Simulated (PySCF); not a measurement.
## F⁺ (fluorine, charge +1): PBE0 calculation

Configuration: [He] 2s2 2p3 3s1, high-spin 5S determinant (an excited configuration). Computed with PySCF 2.14 in aug-cc-pCVQZ-DK (9s8p6d4f2g, 109 functions), with the spin-free X2C one-electron Hamiltonian (Gaussian nucleus).

* Total energy: -98.3160 hartree
* One-electron energy: -129.2635 hartree
* Hartree (Coulomb) energy: 40.4823 hartree
* Exchange-correlation energy: -9.5349 hartree
* ⟨S²⟩: 6.0010
* ⟨L²⟩: 0.000
* Sum of ⟨r⟩: 7.985 bohr
* Sum of ⟨r²⟩: 16.03 bohr²
* Langevin diamagnetic susceptibility: -12.7 ×10⁻⁶ cm³/mol

| shell | electrons | mean orbital energy (hartree) | rms radius, mean of both spins (bohr) |
| --- | --- | --- | --- |
| 1s α | 1 | -26.26075 | 0.204 |
| 1s β | 1 | -26.13541 | 0.204 |
| 2s α | 1 | -2.40766 | 1.01 |
| 2s β | 1 | -2.05478 | 1.01 |
| 2p α | 3 | -1.66007 | 0.995 |
| 3s α | 1 | -0.40156 | 3.31 |

The outer electron is Rydberg-like, and this basis confines it to a smaller radius and binds it less than a complete one would.
